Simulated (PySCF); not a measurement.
## Potential energy of RbZn⁺ along the bond

Set-up: PySCF, scalar-relativistic core potentials, basis sets Rb def2-SVP with ECP28, Zn def2-SVP. Energies in eV from Rb⁺ + Zn in their ground configurations at the same level. State: ¹Σ⁺ (singlet), closed shell.

All columns are PBE0. A positive dipole points towards Zn; it is taken about the centre of mass and depends on that origin.

```tsv
R (Å)	E (eV)	μ (D)	Mulliken charge on Rb (basis-dependent)	HOMO (eV)	LUMO (eV)	Mayer bond order	⟨S²⟩
3.182	-0.106	-4.21	0.77	-10.72	-5.18	0.42	0.00
3.330	-0.168	-4.49	0.77	-10.60	-5.20	0.41	0.00
3.478	-0.200	-4.81	0.78	-10.47	-5.21	0.40	0.00
3.589	-0.211	-5.07	0.78	-10.37	-5.23	0.39	0.00
3.700	-0.213	-5.35	0.79	-10.27	-5.24	0.38	0.00
3.811	-0.210	-5.63	0.80	-10.18	-5.25	0.37	0.00
3.959	-0.199	-6.02	0.81	-10.05	-5.26	0.35	0.00
4.144	-0.182	-6.53	0.82	-9.89	-5.27	0.33	0.00
4.366	-0.159	-7.14	0.83	-9.72	-5.29	0.30	0.00
4.662	-0.130	-7.95	0.86	-9.50	-5.31	0.26	0.00
```

A fit through these points gives, at Re = 3.682 Å, μ = -5.30 D and dμ/dR = -2.51 D/Å; the reduced mass is 36.47 u.

How strong is the fundamental in the double-harmonic approximation, I = 42.26·(dμ/dR)²/μred km/mol?

I = 42.26·(-2.51)²/36.47 = 7.30 km/mol at PBE0.

Closed-shell solutions of metal pairs were not tested for spin polarisation, which can lower them a little. The bond is weak. Basis-set superposition, not corrected here, can be much of De in a small basis, most of all at correlated wavefunction levels. For an ion De counts to the pair picked by the measured ionisation energies or electron affinities, which need not be the lowest pair at this level.
